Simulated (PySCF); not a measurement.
# Ionisation energy of Pt+ by level of theory

Pt+ [Xe] 4f14 5d9 (2D) → Pt(2+) [Xe] 4f14 5d8 (3F), as a difference of total energies. All numbers are calculated (PySCF 2.14, scalar relativity through the core potential, in aug-cc-pVTZ-PP with one added diffuse shell each of s, p, d, f, g type with ECP60MDF (7s7p6d4f3g, 113 functions)). Correlated levels: valence: 5s2 5p6 frozen. The calculations carry no spin-orbit coupling.

```
           method  ionisation energy (eV)
              UHF                  16.877
              LDA                  19.560
              PBE                  19.124
             PBE0                  18.838
           PBEsol                  19.192
              M06                  19.300
            TPSSh                  18.695
    MP2 (valence)                  18.741
SCS-MP2 (valence)                  18.627
```

**Question.** How much does correlation contribute at MP2 (valence)?

**Answer.** 18.741 − (16.877) = 1.864 eV, measured against UHF.

The reference lies between the lowest fine-structure levels, while these numbers refer to the centres of the terms.

Errors of the correlated levels include the incompleteness of this basis and the frozen core.

For comparison: 18.56 ± 0.12 eV (measured; NIST Atomic Spectra Database, ionization energies).
